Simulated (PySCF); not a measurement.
# Working out the excitation energy of Zr

Zr [Kr] 4d2 5s2 (3F) → Zr [Kr] 4d3 5s1 (5F). Calculation: PySCF 2.14, in def2-TZVPPD with the def2 core potential (28 electrons) (6s4p3d2f1g, 56 functions); a scalar-relativistic core potential. Frozen: nothing. Energies in hartree (1 hartree = 27.21139 eV):

```tsv
part	Zr (lower)	Zr (upper)
UHF	-46.444549	-46.444373
MP2 opposite-spin	-0.183604	-0.153439
MP2 same-spin	-0.074555	-0.087362
```

Problem. What does Hartree-Fock give?

Solution. (-46.444373) − (-46.444549) = 0.000176 hartree = 0.005 eV.

Problem. What do MP2 and SCS-MP2 (6/5 opposite-spin, 1/3 same-spin) give?

Solution. The opposite-spin parts differ by 0.821 eV and the same-spin parts by -0.348 eV. MP2: 0.005 + (0.821) + (-0.348) = 0.478 eV. SCS-MP2: 0.005 + 1.2 × (0.821) + (-0.348)/3 = 0.874 eV.

Measured between the centres of the two terms (NIST): 0.588 eV, so MP2 (valence and next inner shell) is off by -0.110 eV.

What remains against the reference includes basis incompleteness and correlation beyond second order.
